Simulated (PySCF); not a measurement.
**Deuteron quadrupole couplings in `[SiH3]C[C@@H]1CC[SiH2]1`**

C4H12Si2.
Cartesian coordinates in Å at the GFN2-xTB level; atoms count from 1:
```xyz
18
C4H12Si2 angstrom
Si     2.6529   -0.4194   -0.7103
C      0.8848   -1.0671   -0.4727
C     -0.0650   -0.0348    0.1198
C     -1.5230   -0.5152    0.3125
C     -2.2790    0.7290   -0.1940
Si    -0.6719    1.4392   -0.9456
H      3.4882   -1.4897   -1.2610
H      3.2022    0.0065    0.5796
H      2.6410    0.7233   -1.6278
H      0.9076   -1.9466    0.1794
H      0.4873   -1.4098   -1.4313
H      0.3409    0.3013    1.0784
H     -1.7268   -1.3761   -0.3245
H     -1.7660   -0.7929    1.3387
H     -3.1061    0.4997   -0.8621
H     -2.6816    1.3204    0.6262
H     -0.2525    2.7843   -0.5542
H     -0.5416    1.2543   -2.3922
```

Level: PBE0/pcSseg-1 (PySCF, non-relativistic); Q(2H) = 0.00286 b; rigid geometry, the same for H and D, with no vibrational averaging.

Question: Rank these positions by the coupling χzz of a deuteron there, largest first.
A. H8 (Si–H hydrogen)
B. H13 (methylene hydrogen)
C. H15 (methylene hydrogen)

Answer: C (217 kHz), B (207 kHz), A (109 kHz).

Q: What are Vzz, η and χzz (234.96 MHz × Q × Vzz) at all hydrogens?

A: 
```json
{"atom": "H7", "bonded to": "Si1", "bond length (Å)": "1.465", "Vzz (au)": "0.1625", "η": "0.00", "χzz (kHz)": "109"}
{"atom": "H8", "bonded to": "Si1", "bond length (Å)": "1.465", "Vzz (au)": "0.1624", "η": "0.01", "χzz (kHz)": "109"}
{"atom": "H9", "bonded to": "Si1", "bond length (Å)": "1.466", "Vzz (au)": "0.1621", "η": "0.02", "χzz (kHz)": "109"}
{"atom": "H10", "bonded to": "C2", "bond length (Å)": "1.095", "Vzz (au)": "0.3056", "η": "0.02", "χzz (kHz)": "205"}
{"atom": "H11", "bonded to": "C2", "bond length (Å)": "1.093", "Vzz (au)": "0.3083", "η": "0.03", "χzz (kHz)": "207"}
{"atom": "H12", "bonded to": "C3", "bond length (Å)": "1.094", "Vzz (au)": "0.3063", "η": "0.06", "χzz (kHz)": "206"}
{"atom": "H13", "bonded to": "C4", "bond length (Å)": "1.090", "Vzz (au)": "0.3080", "η": "0.01", "χzz (kHz)": "207"}
{"atom": "H14", "bonded to": "C4", "bond length (Å)": "1.091", "Vzz (au)": "0.3107", "η": "0.00", "χzz (kHz)": "209"}
{"atom": "H15", "bonded to": "C5", "bond length (Å)": "1.088", "Vzz (au)": "0.3228", "η": "0.04", "χzz (kHz)": "217"}
{"atom": "H16", "bonded to": "C5", "bond length (Å)": "1.088", "Vzz (au)": "0.3210", "η": "0.04", "χzz (kHz)": "216"}
{"atom": "H17", "bonded to": "Si6", "bond length (Å)": "1.462", "Vzz (au)": "0.1643", "η": "0.00", "χzz (kHz)": "110"}
{"atom": "H18", "bonded to": "Si6", "bond length (Å)": "1.464", "Vzz (au)": "0.1632", "η": "0.01", "χzz (kHz)": "110"}
```

Q: Average by the element that carries the hydrogen.

A: on Si: 109 kHz over 5 positions, mean bond length 1.464 Å; on C: 210 kHz over 7 positions, mean bond length 1.091 Å.

Q: A static deuteron (I = 1) shows a doublet split by (3/2)χ, (3/4)χ(1 + η) and (3/4)χ(1 − η) with the field along z, y and x of the gradient. What are these for H17?

A: With |χ| = 110.4 kHz and η = 0.001: 166, 83 and 83 kHz, to first order and without motion.

The structure is a single GFN2-xTB conformer in the gas phase; no vibrational or solvent corrections. GFN2-xTB bond lengths can be off by several hundredths of an ångström, more for odd bonds, and the gradients follow them. The basis is small and wasn't made for field gradients, so the couplings can be 20 % off.

These values come from a run that also computed NMR shieldings. Time: 32 s; peak memory 0.75 GiB. Hardware: an Arm Neoverse V1 with one thread, no GPU, on a shared host.
